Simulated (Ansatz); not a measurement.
Ansatz (a first-principles code) input file for C3H13NSi2, SMILES CNC(C)([SiH3])[SiH3], PBE-D3(BJ)/def2-SVP. 

Ansatz 0.2 input:
```yaml
crystal:
  periodic: [false, false, false]
  atoms:
    - {symbol: C, position_ang: [1.92154519, 1.23560606, -0.80587550]}
    - {symbol: N, position_ang: [1.14757015, 0.00740926, -0.82992185]}
    - {symbol: C, position_ang: [0.12344367, -0.16459381, 0.21188032]}
    - {symbol: C, position_ang: [0.68335509, -0.37133003, 1.63744793]}
    - {symbol: Si, position_ang: [-1.10890307, 1.29693500, 0.21188604]}
    - {symbol: Si, position_ang: [-0.85182508, -1.69668232, -0.37514558]}
    - {symbol: H, position_ang: [2.42396501, 1.46100769, 0.15959315]}
    - {symbol: H, position_ang: [2.69812821, 1.18800631, -1.58467690]}
    - {symbol: H, position_ang: [1.27793673, 2.09773487, -1.05166053]}
    - {symbol: H, position_ang: [1.77824885, -0.79625405, -0.81762233]}
    - {symbol: H, position_ang: [1.29105183, 0.48925854, 1.96587907]}
    - {symbol: H, position_ang: [1.32692627, -1.26920953, 1.68248819]}
    - {symbol: H, position_ang: [-0.11966850, -0.50597305, 2.38144941]}
    - {symbol: H, position_ang: [-1.50483894, 1.66697529, -1.17894923]}
    - {symbol: H, position_ang: [-2.32457663, 0.88268649, 0.97868850]}
    - {symbol: H, position_ang: [-0.52954326, 2.49697133, 0.89456434]}
    - {symbol: H, position_ang: [-1.78754509, -2.18940209, 0.68382578]}
    - {symbol: H, position_ang: [-1.62690269, -1.39714908, -1.61420434]}
    - {symbol: H, position_ang: [0.14395725, -2.77814849, -0.66500485]}
basis:
  gaussian:
    orbitals: def2-SVP
hamiltonian:
  xc: pbe
  dispersion: d3bj
relax: {f_tol: 0.002, max_steps: 200}
```

Program output:

```
WARN ansatz: RAYON_NUM_THREADS=2 ignored (pool sized by the plan → 2); use --threads N
Functional definition: PBE
integrals: 0.12 GiB planned
1792 factors; their error is unknown
mean field: 0.65 GiB planned
mean field evaluation 1: about -20531.5941 eV, gradient 7.0e1 eV
mean field evaluation 2: about -20488.5076 eV, gradient 1.4e2 eV
mean field evaluation 4: about -20543.8890 eV, gradient 1.2e1 eV
mean field evaluation 8: about -20544.1923 eV, gradient 3.2e-1 eV
mean field evaluation 16: about -20544.0714 eV, gradient 2.8e-3 eV
mean field -20544.07136401 eV, -754.9806973557 hartree, gradient 4.0e-5 eV, S^2 0.000000; 0 other end points of the search recorded, 0 dependent functions left out
the calculation of the forces begins
reference -20544.07140715 eV, -754.9806989411 hartree; 33, 33 occupied and 124, 124 virtual orbitals, 1792 factors
relax step   1: F+E_penalty+E_count = -20544.59910862 eV  Δ(F+E_penalty+E_count) = +0.000e0 eV  max|allowed force component| = 2.371e-1 eV/Å  Δτ_max = 0.0000 Å  (30 SCF iters, accepted)
these checks for a lower state are left out or cut short: starts, cluster_reference, orbital_swaps, neighbouring_geometries, increment
integrals: 0.12 GiB planned
1792 factors; their error is unknown
mean field: 0.65 GiB planned
mean field -20544.08738027 eV, -754.9812859423 hartree, gradient 2.0e-5 eV, S^2 0.000000; 0 other end points of the search recorded, 0 dependent functions left out
the calculation of the forces begins
reference -20544.08742351 eV, -754.9812875314 hartree; 33, 33 occupied and 124, 124 virtual orbitals, 1792 factors
relax step   2: F+E_penalty+E_count = -20544.61286759 eV  Δ(F+E_penalty+E_count) = -1.376e-2 eV  max|allowed force component| = 7.524e-2 eV/Å  Δτ_max = 0.0214 Å  (30 SCF iters, accepted)
these checks for a lower state are left out or cut short: starts, cluster_reference, orbital_swaps, neighbouring_geometries, increment
integrals: 0.12 GiB planned
1792 factors; their error is unknown
mean field: 0.65 GiB planned
mean field evaluation 32: about -20544.0896 eV, gradient 2.6e-3 eV
mean field -20544.08962157 eV, -754.9813683088 hartree, gradient 2.1e-5 eV, S^2 0.000000; 0 other end points of the search recorded, 0 dependent functions left out
the calculation of the forces begins
reference -20544.08966485 eV, -754.9813698990 hartree; 33, 33 occupied and 124, 124 virtual orbitals, 1792 factors
relax step   3: F+E_penalty+E_count = -20544.61420187 eV  Δ(F+E_penalty+E_count) = -1.334e-3 eV  max|allowed force component| = 4.090e-2 eV/Å  Δτ_max = 0.0109 Å  (31 SCF iters, accepted)
these checks for a lower state are left out or cut short: starts, cluster_reference, orbital_swaps, neighbouring_geometries, increment
integrals: 0.12 GiB planned
1792 factors; their error is unknown
mean field: 0.65 GiB planned
mean field -20544.08978666 eV, -754.9813743756 hartree, gradient 1.5e-5 eV, S^2 0.000000; 0 other end points of the search recorded, 0 dependent functions left out
the calculation of the forces begins
reference -20544.08982993 eV, -754.9813759656 hartree; 33, 33 occupied and 124, 124 virtual orbitals, 1792 factors
relax step   4: F+E_penalty+E_count = -20544.61430659 eV  Δ(F+E_penalty+E_count) = -1.047e-4 eV  max|allowed force component| = 1.277e-2 eV/Å  Δτ_max = 0.0043 Å  (23 SCF iters, accepted)
these checks for a lower state are left out or cut short: starts, cluster_reference, orbital_swaps, neighbouring_geometries, increment
integrals: 0.12 GiB planned
1792 factors; their error is unknown
mean field: 0.65 GiB planned
mean field -20544.08970420 eV, -754.9813713453 hartree, gradient 2.1e-5 eV, S^2 0.000000; 0 other end points of the search recorded, 0 dependent functions left out
the calculation of the forces begins
reference -20544.08974745 eV, -754.9813729346 hartree; 33, 33 occupied and 124, 124 virtual orbitals, 1792 factors
relax step   5: F+E_penalty+E_count = -20544.61434307 eV  Δ(F+E_penalty+E_count) = -3.648e-5 eV  max|allowed force component| = 1.447e-2 eV/Å  Δτ_max = 0.0129 Å  (30 SCF iters, accepted)
these checks for a lower state are left out or cut short: starts, cluster_reference, orbital_swaps, neighbouring_geometries, increment
integrals: 0.12 GiB planned
1792 factors; their error is unknown
mean field: 0.65 GiB planned
mean field -20544.08980098 eV, -754.9813749019 hartree, gradient 1.7e-5 eV, S^2 0.000000; 0 other end points of the search recorded, 0 dependent functions left out
the calculation of the forces begins
reference -20544.08984423 eV, -754.9813764912 hartree; 33, 33 occupied and 124, 124 virtual orbitals, 1792 factors
relax step   6: F+E_penalty+E_count = -20544.61436965 eV  Δ(F+E_penalty+E_count) = -2.657e-5 eV  max|allowed force component| = 4.797e-3 eV/Å  Δτ_max = 0.0048 Å  (23 SCF iters, accepted)
these checks for a lower state are left out or cut short: starts, cluster_reference, orbital_swaps, neighbouring_geometries, increment
integrals: 0.12 GiB planned
1792 factors; their error is unknown
mean field: 0.65 GiB planned
mean field -20544.08982302 eV, -754.9813757118 hartree, gradient 2.1e-5 eV, S^2 0.000000; 0 other end points of the search recorded, 0 dependent functions left out
the calculation of the forces begins
reference -20544.08986627 eV, -754.9813773013 hartree; 33, 33 occupied and 124, 124 virtual orbitals, 1792 factors
relax step   7: F+E_penalty+E_count = -20544.61437562 eV  Δ(F+E_penalty+E_count) = -5.971e-6 eV  max|allowed force component| = 1.369e-3 eV/Å  Δτ_max = 0.0020 Å  (22 SCF iters, accepted)
integrals: 0.12 GiB planned
1792 factors; their error is unknown
mean field: 0.65 GiB planned
mean field evaluation 64: about -20542.5122 eV, gradient 2.6e1 eV
mean field -20544.08982302 eV, -754.9813757118 hartree, gradient 2.0e-5 eV, S^2 0.000000; 1 other end points of the search recorded, 0 dependent functions left out
the calculation of the forces begins
reference -20544.08986627 eV, -754.9813773013 hartree; 33, 33 occupied and 124, 124 virtual orbitals, 1792 factors
Total energy: -20544.61441887 eV, -755.0006542537 hartree
Atom 0 at     1.936973     1.236403    -0.808351 Å, force    -0.000145    -0.000271     0.000075 eV/Å
Atom 1 at     1.153498     0.010441    -0.828085 Å, force    -0.000953    -0.000505     0.001085 eV/Å
Atom 2 at     0.133400    -0.164673     0.217078 Å, force    -0.000987     0.001369    -0.001176 eV/Å
Atom 3 at     0.684518    -0.369031     1.649007 Å, force     0.000773    -0.000560     0.000921 eV/Å
Atom 4 at    -1.118900     1.293256     0.208925 Å, force    -0.000067    -0.001086    -0.000043 eV/Å
Atom 5 at    -0.856408    -1.696808    -0.376808 Å, force     0.000262     0.001321    -0.000293 eV/Å
Atom 6 at     2.468627     1.454143     0.152621 Å, force    -0.000219     0.000261     0.000104 eV/Å
Atom 7 at     2.699683     1.196146    -1.611823 Å, force     0.000259    -0.000128    -0.000371 eV/Å
Atom 8 at     1.288046     2.111411    -1.028420 Å, force     0.000344    -0.000387     0.000207 eV/Å
Atom 9 at     1.780080    -0.805011    -0.833376 Å, force     0.000125    -0.000212    -0.000323 eV/Å
Atom 10 at     1.293527     0.498456     1.981280 Å, force     0.000106    -0.000154    -0.000087 eV/Å
Atom 11 at     1.332739    -1.271728     1.700377 Å, force     0.000268     0.000267     0.000052 eV/Å
Atom 12 at    -0.127941    -0.503665     2.393139 Å, force    -0.000329     0.000002    -0.000101 eV/Å
Atom 13 at    -1.519747     1.654667    -1.193927 Å, force     0.000036    -0.000111    -0.000198 eV/Å
Atom 14 at    -2.340195     0.870453     0.982562 Å, force    -0.000170     0.000245     0.000322 eV/Å
Atom 15 at    -0.548904     2.511404     0.890971 Å, force    -0.000003     0.000203     0.000143 eV/Å
Atom 16 at    -1.796357    -2.197621     0.689604 Å, force     0.000466     0.000280     0.000033 eV/Å
Atom 17 at    -1.640380    -1.384902    -1.620059 Å, force     0.000070    -0.000404    -0.000149 eV/Å
Atom 18 at     0.140066    -2.789492    -0.680072 Å, force     0.000163    -0.000131    -0.000200 eV/Å
Dipole moment:     0.312379     0.018906     0.131396 e Å
```

The run converged.

Cost: around 60 core-seconds (rough).
